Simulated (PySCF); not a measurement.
C₄H₉CdCl, singlet, at a GFN2-xTB geometry (such geometries of metal compounds can be far from the true shape) (core potentials on Cd); DF-PBE/def2-SVP in PySCF.

PySCF was given this input:
```python
from pyscf import gto, scf, dft

mol = gto.Mole()
mol.atom = '''
    Cd    0.52561086    0.56950842    0.26270408
    Cl   -0.13389558    1.80112969   -1.66297483
    C    -0.47197450   -1.38853055    0.48343016
    C    -1.96176275   -1.05950079    0.51521217
    C    -0.13379157   -2.13923908   -0.80140785
    C    -0.07028306   -2.20267786    1.70879995
    H    -2.55183825   -1.97810908    0.45391555
    H    -2.23830010   -0.42868397   -0.33630342
    H    -2.23542365   -0.54693573    1.44185397
    H    -0.37195999   -1.53108586   -1.68055917
    H     0.92451948   -2.41343759   -0.83413617
    H    -0.72030527   -3.05995124   -0.86526990
    H     0.99298791   -2.43814069    1.69892509
    H    -0.30216738   -1.67312384    2.63177753
    H    -0.62373793   -3.14645128    1.71436630
'''
mol.basis = 'def2-svp'
mol.ecp = {'Cd': 'def2-svp'}
mol.verbose = 4
mol.max_memory = 1800
mol.build()

mf = dft.RKS(mol)
mf.xc = 'pbe'
mf = mf.density_fit(auxbasis='def2-universal-jkfit')
mf.kernel()
```

Q: What does PySCF print? Leave out banner, timings and long lists.

A: 
```
PySCF version 2.14.0

[INPUT] verbose = 4
[INPUT] num. atoms = 15
[INPUT] num. electrons = 70
[INPUT] charge = 0
[INPUT] spin (= nelec alpha-beta = 2S) = 0
[INPUT] symmetry False subgroup None
[INPUT] Mole.unit = angstrom
[INPUT] Symbol           X                Y                Z      unit          X                Y                Z       unit  Magmom
[INPUT]  1 Cd     0.525610860000   0.569508420000   0.262704080000 AA    0.993260573497   1.076214939434   0.496438763006 Bohr   0.0
[INPUT]  2 Cl    -0.133895580000   1.801129690000  -1.662974830000 AA   -0.253025975490   3.403641828923  -3.142566980745 Bohr   0.0
[INPUT]  3 C     -0.471974500000  -1.388530550000   0.483430160000 AA   -0.891902542779  -2.623942455092   0.913550602755 Bohr   0.0
[INPUT]  4 C     -1.961762750000  -1.059500790000   0.515212170000 AA   -3.707194318874  -2.002166321860   0.973609897343 Bohr   0.0
[INPUT]  5 C     -0.133791570000  -2.139239080000  -0.801407850000 AA   -0.252829425076  -4.042575976167  -1.514441350577 Bohr   0.0
[INPUT]  6 C     -0.070283060000  -2.202677860000   1.708799950000 AA   -0.132815734596  -4.162457896043   3.229163907170 Bohr   0.0
[INPUT]  7 H     -2.551838250000  -1.978109080000   0.453915550000 AA   -4.822275406689  -3.738084405715   0.857776073181 Bohr   0.0
[INPUT]  8 H     -2.238300100000  -0.428683970000  -0.336303420000 AA   -4.229774173587  -0.810095297291  -0.635521358555 Bohr   0.0
[INPUT]  9 H     -2.235423650000  -0.546935730000   1.441853970000 AA   -4.224338470876  -1.033558737439   2.724709114917 Bohr   0.0
[INPUT] 10 H     -0.371959990000  -1.531085860000  -1.680559170000 AA   -0.702902510396  -2.893332948594  -3.175796567426 Bohr   0.0
[INPUT] 11 H      0.924519480000  -2.413437590000  -0.834136170000 AA    1.747088614025  -4.560736063830  -1.576288911894 Bohr   0.0
[INPUT] 12 H     -0.720305270000  -3.059951240000  -0.865269900000 AA   -1.361179686381  -5.782469798123  -1.635123134830 Bohr   0.0
[INPUT] 13 H      0.992987910000  -2.438140690000   1.698925090000 AA    1.876475194904  -4.607418157258   3.210503126252 Bohr   0.0
[INPUT] 14 H     -0.302167380000  -1.673123840000   2.631777530000 AA   -0.571013591977  -3.161745830081   4.973338752484 Bohr   0.0
[INPUT] 15 H     -0.623737930000  -3.146451280000   1.714366300000 AA   -1.178693861203  -5.945931183487   3.239682784184 Bohr   0.0

nuclear repulsion = 389.502342309386
number of shells = 70
number of NR pGTOs = 252
number of NR cGTOs = 150
basis = def2-svp
ecp = {'Cd': 'def2-svp'}

******** <class 'pyscf.df.df_jk.DFRKS'> ********
method = DFRKS
initial guess = minao
damping factor = 0
level_shift factor = 0
DIIS = <class 'pyscf.scf.diis.CDIIS'>
diis_start_cycle = 1
diis_space = 8
diis_damp = 0
SCF conv_tol = 1e-09
SCF conv_tol_grad = None
SCF max_cycles = 50
direct_scf = False
XC library pyscf.dft.libxc version 7.1.2
    S. Lehtola, C. Steigemann, M. J. T. Oliveira, and M. A. L. Marques,  SoftwareX 7, 1–5 (2018)
XC functionals = pbe
    J. P. Perdew, K. Burke, and M. Ernzerhof,  Phys. Rev. Lett. 77, 3865 (1996)
    J. P. Perdew, K. Burke, and M. Ernzerhof,  Phys. Rev. Lett. 78, 1396 (1997)
    J. P. Perdew, K. Burke, and M. Ernzerhof,  Phys. Rev. Lett. 77, 3865 (1996)
    J. P. Perdew, K. Burke, and M. Ernzerhof,  Phys. Rev. Lett. 78, 1396 (1997)
radial grids:
    Treutler-Ahlrichs [JCP 102, 346 (1995); DOI:10.1063/1.469408] (M4) radial grids

becke partition: Becke, JCP 88, 2547 (1988); DOI:10.1063/1.454033
pruning grids: <function nwchem_prune>
grids dens level: 3
symmetrized grids: False
atomic radii adjust function: <function treutler_atomic_radii_adjust>
small_rho_cutoff = 0
Set gradient conv threshold to 3.16228e-05
Initial guess from minao.
tot grids = 186016
init E= -771.236923989862
  HOMO = -0.644308764638088  LUMO = -0.595800579063722  gap/eV = 1.31997
cycle= 1 E= -783.356279180405  delta_E= -12.1  |g|= 2.39  |ddm|= 6.44
  HOMO = 0.0938263329666864  LUMO = 0.108591779134032  gap/eV = 0.40179
cycle= 2 E= -743.600347170306  delta_E= 39.8  |g|= 6.83  |ddm|= 45.2
  HOMO = -0.213185895696881  LUMO = -0.18469172914857  gap/eV = 0.77537
cycle= 3 E= -783.990333520476  delta_E= -40.4  |g|= 1.75  |ddm|=   45
  HOMO = -0.228218920061813  LUMO = -0.19817037760377  gap/eV = 0.81766
cycle= 4 E= -784.324946469634  delta_E= -0.335  |g|= 1.63  |ddm|= 3.43
  HOMO = -0.236389991556827  LUMO = -0.124362452266226  gap/eV = 3.04842
cycle= 5 E= -784.927442794288  delta_E= -0.602  |g|= 0.772  |ddm|= 2.59
  HOMO = -0.21901272386533  LUMO = -0.129185817952248  gap/eV = 2.44431
cycle= 6 E= -785.06287471874  delta_E= -0.135  |g|= 0.423  |ddm|= 1.67
  HOMO = -0.197086256488741  LUMO = -0.120326701177554  gap/eV = 2.08873
cycle= 7 E= -785.085749699603  delta_E= -0.0229  |g|= 0.281  |ddm|= 0.771
  HOMO = -0.210913704766958  LUMO = -0.122170001776809  gap/eV = 2.41484
cycle= 8 E= -785.11025963798  delta_E= -0.0245  |g|= 0.0428  |ddm|= 0.409
  HOMO = -0.207443084389303  LUMO = -0.118743045207296  gap/eV = 2.41365
cycle= 9 E= -785.110677391788  delta_E= -0.000418  |g|= 0.0155  |ddm|= 0.0783
  HOMO = -0.206752198337508  LUMO = -0.117710476242067  gap/eV = 2.42295
cycle= 10 E= -785.110745399413  delta_E= -6.8e-05  |g|= 0.00728  |ddm|= 0.0293
  HOMO = -0.206733281171568  LUMO = -0.117575250173893  gap/eV = 2.42611
cycle= 11 E= -785.110757432426  delta_E= -1.2e-05  |g|= 0.00279  |ddm|= 0.00964
  HOMO = -0.206758988806877  LUMO = -0.117596564556479  gap/eV = 2.42623
cycle= 12 E= -785.110759690308  delta_E= -2.26e-06  |g|= 0.000547  |ddm|= 0.00348
  HOMO = -0.206770615033547  LUMO = -0.117608966945298  gap/eV = 2.42621
cycle= 13 E= -785.110759747037  delta_E= -5.67e-08  |g|= 0.000259  |ddm|= 0.000912
  HOMO = -0.206768843330783  LUMO = -0.117614160543042  gap/eV = 2.42602
cycle= 14 E= -785.110759765926  delta_E= -1.89e-08  |g|= 1.98e-05  |ddm|= 0.000425
  HOMO = -0.206770238483295  LUMO = -0.117614620253519  gap/eV = 2.42605
cycle= 15 E= -785.110759766037  delta_E= -1.11e-10  |g|= 8.45e-06  |ddm|= 4.05e-05
  HOMO = -0.206769070404544  LUMO = -0.117614043080913  gap/eV = 2.42603
Extra cycle  E= -785.110759765933  delta_E= 1.04e-10  |g|= 2.03e-05  |ddm|= 4.19e-05
converged SCF energy = -785.110759765933
```
